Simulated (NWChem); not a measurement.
# BHBrF; SMILES FBBr

```xyz
4

B     -0.5611    -1.0602     0.0000
H     -1.7384    -1.3038     0.0000
F      0.3166    -2.0327     0.0000
Br     0.0543     0.7410     0.0000
```
Atoms are numbered in this order, from 1.

Level: PBE0/def2-SVP (NWChem), optimised geometry, unscaled harmonic frequencies. This build's default masses of Se (78.918 u) and Br (79.917 u) are each other's, which moves their modes by up to 0.6 %.

| frequency (cm⁻¹) | IR intensity (km/mol) |
|---|---|
| 335 | 1.8 |
| 702 | 82.8 |
| 828 | 31.0 |
| 1093 | 65.5 |
| 1334 | 377.9 |
| 2696 | 102.6 |

| Property | Value |
|---|---|
| zero-point energy | 10.0 kcal/mol |
| thermal correction to the enthalpy at 298.15 K (with zero-point energy) | 12.7 kcal/mol |
| heat capacity Cv | 9.4 cal/(mol K) |
| entropy at 298.15 K and 1 atm (symmetry number 1) | 65.4 cal/(mol K) |
| dipole moment | 0.63 D |

Rigid rotor and harmonic oscillator.
